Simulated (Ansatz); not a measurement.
A nudged elastic band was laid between two geometries of C3H4OSi (9 atoms, charge 0, multiplicity 1).

All numbers below come from Ansatz, UKS B3LYP/def2-SVP.

```json
{"movable images": "7", "climbing image": "yes", "spring": "5.0 eV/Å²", "optimiser": "quadratic models (default)", "start path": "through a guess of the saddle point", "force threshold": "0.05 eV/Å", "iteration limit": "60", "end points": "relaxed"}
```

Initial state:

```xyz
9
Properties=species:S:1:pos:R:3
C 0.513 2.333 -0.444
C 0.661 1.127 -0.466
C 0.740 -0.329 -0.430
O 1.653 -0.945 -0.948
Si -0.703 -1.248 0.503
H 0.398 3.402 -0.436
H -0.461 -2.711 0.408
H -2.001 -0.877 -0.131
H -0.714 -0.800 1.926
```

Final state:

```xyz
9
Properties=species:S:1:pos:R:3
C 0.759 2.353 -0.228
C 0.663 1.163 -0.458
C 0.481 -0.268 -0.656
O 1.050 -0.882 -1.541
Si -0.715 -1.254 0.523
H 0.860 3.406 -0.040
H 0.084 -2.352 1.135
H -1.791 -1.826 -0.333
H -1.302 -0.385 1.582
```

(1) What changes between the two ends?

(2) Give the energies along the band, and the barrier.

(3) What is the geometry of the highest image?

Answers

(1) No bond is made or broken.

(2) The run converged. The highest image is number 1 of 0 to 8, 0.0 kJ/mol above the first end and 0.5 kJ/mol above the last; the last end lies 0.4 kJ/mol below the first. The top lies less than 8 meV above the higher end, about what the thresholds resolve: the motion is nearly free. A vibrational analysis at the climbing image gives no mode beyond 40i cm⁻¹: the surface is too flat there to confirm a saddle point.

| image | path coordinate (Å) | energy (kJ/mol) |
| --- | --- | --- |
| 0 | 0.00 | 0.0 |
| 1 | 0.17 | 0.0 |
| 2 | 0.43 | 0.0 |
| 3 | 0.69 | 0.0 |
| 4 | 0.96 | -0.1 |
| 5 | 1.22 | -0.2 |
| 6 | 1.48 | -0.3 |
| 7 | 1.75 | -0.4 |
| 8 | 2.01 | -0.4 |

(3) 
```xyz
9
Properties=species:S:1:pos:R:3
C 0.522 2.334 -0.414
C 0.670 1.129 -0.461
C 0.732 -0.329 -0.453
O 1.615 -0.949 -1.014
Si -0.698 -1.245 0.504
H 0.416 3.404 -0.393
H -0.418 -2.704 0.476
H -1.995 -0.944 -0.169
H -0.756 -0.741 1.907
```

Time of the run: 4.6 min on 2 threads of Intel(R) Xeon(R) Platinum 8488C (Sapphire Rapids) (shared host), peak memory 0.28 GiB.
